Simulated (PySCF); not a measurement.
C6H16O2Si: calculation and literature

Atom-mapped SMILES (the numbers label the heavy atoms): `[CH3:1][CH2:2][O:3][Si:4]([CH3:5])([CH3:6])[O:7][CH2:8][CH3:9]`. Each H is labelled by its parent atom.

Measured values that the calculation should reproduce: δ ²⁹Si Si4 -5.6 ppm (measured; liquid, neat; T. M. Alam, M. Henry, Phys. Chem. Chem. Phys. (a906445a), supplement).
δ ²⁹Si Si4 -4.1 ppm (measured; solution, ethanol; T. M. Alam, M. Henry, Phys. Chem. Chem. Phys. (a906445a), supplement).

All values are calculated (PySCF): GIAO PBE0/pcSseg-1 shieldings, coordinates at the PBE0-D3(BJ)/def2-SVP level. One conformer, in vacuum, equivalent nuclei averaged, non-relativistic Hamiltonian.

Q: What does the calculation give, and how does it compare?

A: 
Reference values: measured (liquid, neat; T. M. Alam, M. Henry, Phys. Chem. Chem. Phys. (a906445a), supplement).
```json
{"atoms": "Si4", "quantity": "δ ²⁹Si vs TMS (internal)", "reference": "-5.6", "computed": "1.0", "computed, scaled": "-12.6"}
```

Reference values: measured (solution, ethanol; T. M. Alam, M. Henry, Phys. Chem. Chem. Phys. (a906445a), supplement).
```json
{"atoms": "Si4", "quantity": "δ ²⁹Si vs TMS (internal)", "reference": "-4.1", "computed": "1.0", "computed, scaled": "-12.6"}
```

Computed shifts are σ(ref) − σ with the named reference compound (TMS for H and C) calculated as an isolated molecule at the same level. The measured values may be among those fitted. Shieldings were converted by a linear fit to measured shifts: ²⁹Si (scatter 8.9 ppm rms, 23.9 ppm with the 6 outliers that the fit left out vs TMS, solution or neat liquid). Occasional misses reach two or three times the rms, and more in compound classes unlike the fitted ones.

Q: How far are the unscaled ²⁹Si shifts from the references?

A: Mean signed difference +5.85 ppm, mean absolute 5.85 ppm over 2 comparisons; the largest is +6.6 ppm at Si4 (silicon bonded to 2 C, 2 O).
